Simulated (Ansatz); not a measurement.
Species: sum formula TiOF2 (charge 0, singlet). SMILES: [O]=[Ti]([F])[F]
Coordinates optimised at B3LYP-D3(BJ)/def2-TZVP (Ansatz, a program for electronic structure):
```
Ti
O 1 1.6049
F 1 1.7992 2 115.99
F 1 1.7992 2 115.99 3 172.86
```

Quantity: atomisation energy (electronic, to ground-state atoms), in kcal/mol. Correlated levels leave the core frozen unless marked. UHF or UKS for open shells. Spin-orbit coupling is left out. The frozen core is the preceding noble-gas configuration, with the filled d and f shells of earlier blocks. Non-relativistic. The coupled-cluster limit lacks core correlation, which all-electron functionals hold. CBS marks a two-point X^-3 extrapolation of the correlation energy; Hartree-Fock from the larger set. The bracket is a focal-point correction in the basis named.

The T1 diagnostic of CCSD in the largest basis is 0.029, which is high, so the coupled-cluster rows are less sure than usual.

```json
[
 {"level": "revPBE/def2-TZVPD", "program": "Ansatz", "atomisation energy (kcal/mol)": "461.9"},
 {"level": "r2SCAN-D4/def2-TZVPD", "program": "Ansatz + dftd4", "atomisation energy (kcal/mol)": "461.6"},
 {"level": "B3LYP-D3(BJ)/def2-TZVPD", "program": "Ansatz + dftd3", "atomisation energy (kcal/mol)": "439.9"},
 {"level": "PBE0-D3(BJ)/def2-TZVP", "program": "Ansatz + dftd3", "atomisation energy (kcal/mol)": "435.4"},
 {"level": "BHLYP-D4/def2-TZVPD", "program": "Ansatz + dftd4", "atomisation energy (kcal/mol)": "…"},
 {"level": "CCSD/def2-SVPD", "program": "Ansatz", "atomisation energy (kcal/mol)": "…"},
 {"level": "RI-MP2/CBS(def2-TZVPPD,def2-QZVPPD)+[CCSD(T)-MP2]/def2-TZVPPD", "program": "Ansatz", "atomisation energy (kcal/mol)": "…"}
]
```

Q: Some entries are withheld; supply them.

A: 
- BHLYP-D4/def2-TZVPD, atomisation energy (kcal/mol): 382.4
- CCSD/def2-SVPD, atomisation energy (kcal/mol): 400.2
- RI-MP2/CBS(def2-TZVPPD,def2-QZVPPD)+[CCSD(T)-MP2]/def2-TZVPPD, atomisation energy (kcal/mol): 437.7
